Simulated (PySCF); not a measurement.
Gas-phase reaction: 3 GaBr + 4 Cl → 2 GaCl2 + GaBr3

Method: PySCF energies (xtb for GFN2) plus ideal-gas RRHO corrections (1 bar). † marks an energy on the PBE0/def2-TZVP geometry and frequencies; other levels use their own. CCSD(T) freezes the core. Open shells (unrestricted): Cl (multiplicity 2), GaCl2 (multiplicity 2); the rest are closed-shell singlets. GFN2 has no spin-polarisation term. Spin-orbit splitting is ignored; it lowers the true energy and changes the entropy of Cl. Br, Ga: all electrons, no relativistic terms. GaCl2: computed as isolated molecules; such fragments, hydroxides, amides, oligomers or adducts are transient or little studied in the gas. CCSD(T) isn't extrapolated to the basis-set limit.

CCSD(T)/def2-SVP† gives ΔH°(298 K) = -974 kJ.

What do GFN2-xTB, M06-2X/def2-TZVP†, PBE0/def2-SVP† give?

GFN2-xTB: -1059 kJ; M06-2X/def2-TZVP†: -1112 kJ; PBE0/def2-SVP†: -1068 kJ. For scale, ΔH°(298 K) is -974 kJ at this level, -1051 kJ at ωB97M-V/def2-TZVP†, and runs from -1261 to -751 kJ over the 20 levels computed.
